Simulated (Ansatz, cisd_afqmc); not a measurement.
System: SnI, charge 1, singlet. SnI+ (SMILES [I][Sn+]).
B3LYP-D3(BJ)/def2-TZVP minimum from Ansatz (an electronic-structure program):
```
Sn
I 1 2.6161
```
Charge +1, spin multiplicity 1.

Total energies in def2-SVP, 10 correlated electrons, 18 frozen orbitals. UHF or UKS for unpaired electrons; spin-orbit terms are left out. Cores are frozen in correlated methods (noble-gas shells, and filled d and f shells in the p block). Past Kr the def2 sets carry scalar-relativistic core potentials. AFQMC/CISD: phaseless, guided by CISD from CCSD amplitudes; bars are statistical, one sigma. Outlying blocks are dropped, and bars are widened where a walk drifts. Over all cases where full CI ran beside it in this data, AFQMC minus full CI had a median of +0.1 mEh and passed +0.4 mEh in a tenth of the cases. Spin-orbit terms, left out, reach several kcal/mol for Br and I, and more for heavier atoms. The T1 diagnostic of ISn+ ([Sn+][I], singlet) reaches 0.028 in the sets run. The spin of ISn+ ([Sn+][I], singlet) was assumed, and the state is the lowest solution found for it.

| method | program | energy (Eh) | minus CCSDTQ (mEh) |
|---|---|---|---|
| HF | Ansatz | -509.80659 | 171.51 |
| MP2 | Ansatz | -509.95077 | 27.33 |
| CCSD | Ansatz | -509.97005 | 8.05 |
| CCSD(T) | Ansatz | -509.97663 | 1.47 |
| CCSDT(Q) | Ansatz | -509.97825 | -0.15 |
| CCSDTQ | Ansatz | -509.97810 | 0.00 |
| AFQMC/CISD | cisd_afqmc | -509.9775 ± 0.0003 | 0.6 ± 0.3 |

Rough core times of Ansatz's runs on a shared machine: CCSD(T) under 20 s, CCSDT(Q) under 20 s, CCSDTQ 4 min.
